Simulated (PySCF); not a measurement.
How methods differ on the excitation energy of Hg²⁺

Hg²⁺ [Xe] 4f14 5d10 (1S) → Hg²⁺ [Xe] 4f14 5d9 6s1 (3D), as a difference of total energies. Calculation: PySCF 2.14, in ANO-RCC-VTZP (8s7p5d3f1g, 84 functions); scalar relativity by spin-free X2C-1e. Correlated levels: valence: [Xe] 4f14 frozen; valence and next inner shell: [Kr] 4d10 4f14 frozen. The calculations carry no spin-orbit coupling.

```csv
method,excitation energy (eV)
UHF,5.849
LDA,5.571
PBE,5.512
PBE0,5.750
r2SCAN,5.492
MP2 (valence),6.233
SCS-MP2 (valence),6.315
MP2 (valence and next inner shell),5.981
SCS-MP2 (valence and next inner shell),6.057
```

**Question.** How much does correlation contribute at MP2 (valence and next inner shell)?

**Answer.** 5.981 − (5.849) = 0.132 eV, measured against UHF.

A first-order spin-orbit estimate (lowest level to lowest level, LS coupling) adds -0.792 eV.

The basis was made for the ground configuration and has no added diffuse functions, so the excitation energy can come out too high.
